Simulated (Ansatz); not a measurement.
Two structures of CH$_{8}$GeS, singlet, reached by relaxing down either side of one saddle point (PBE0-D4/def2-TZVP). Energies are electronic, without zero-point energy. Ansatz 0.2.0; basis: def2-TZVPP and def2-QZVPP; cores frozen in the correlated methods. Filled d shells of the heavier atoms are correlated. The def2 sets are not built for correlating such inner shells, so the correlated values are less sure here. Extrapolation: Hartree–Fock as exp(−7.88 √X), correlation as X^−2.97. First:

```xyz
11
angstrom
Ge -0.6420 -0.7228 -0.2069
S 1.4418 -1.5226 -0.1452
H -1.5350 -1.6917 -1.0048
H -1.1820 -0.6052 1.2304
C -0.5068 1.0127 -1.0741
H 1.4915 0.7647 2.0137
H 1.2607 1.3703 2.3868
H 1.1180 -2.6427 0.5208
H -1.4953 1.4671 -1.1550
H 0.1379 1.6708 -0.4911
H -0.0885 0.8993 -2.0746
```

Second:

```
11
angstrom
Ge -1.0202 0.1246 0.6891
S 2.5411 -1.4519 -0.2823
H -1.1061 -1.3885 0.4088
H -2.3818 0.5873 1.2398
C -0.5533 1.1020 -0.9318
H 2.3804 -0.9186 0.9384
H 0.0404 0.3461 1.7851
H 1.4870 -2.2662 -0.1202
H -1.3070 0.9373 -1.7026
H -0.4935 2.1710 -0.7243
H 0.4132 0.7567 -1.2999
```

**Question.** Which bonds change from the first to the second?

**Answer.** CH₆GeS ([CH3][GeH2][SH]) + H₂ → CH₆Ge ([CH3][GeH3]) + H₂S; bonds formed: Ge1–H7, S2–H6; bonds broken: Ge1–S2, H6–H7.

**Question.** Give the saddle point's structure and its height above each. (Judge from chemistry; the value comes from the calculation.)

**Answer.** Computed: 60.41 kcal/mol above the first and 54.45 kcal/mol above the second (CCSD(T) at an estimated basis limit (MP2 extrapolated from triple and quadruple zeta, plus CCSD(T) − MP2 in triple zeta)).
```xyz
11
angstrom
Ge -0.6510 -0.2632 0.3310
S 1.8296 -1.1280 -0.1613
H -1.1091 -1.6842 -0.0391
H -1.6835 0.2117 1.3993
C -0.4561 1.0752 -1.0553
H 1.1500 -0.1934 1.1738
H 0.5019 0.2241 1.7061
H 1.6574 -2.2336 0.5816
H -1.3959 1.6148 -1.1825
H 0.3209 1.7840 -0.7672
H -0.1640 0.5925 -1.9865
```

No T1 diagnostic of these runs exceeds 0.013.

Labels in which every atom is bracketed show which atoms are joined, not bond orders.

For scale, one of the runs: CCSD(T)/def2-TZVPP, 233 basis functions, launched by `ansatz run in.yaml --threads 4 --pin off --events-out ev --progress --plain --max-ram 9574MiB`. Hardware: 4 CPU threads of an Arm Neoverse V2, shared host. Wall time 84 s; peak host memory 4 GiB.
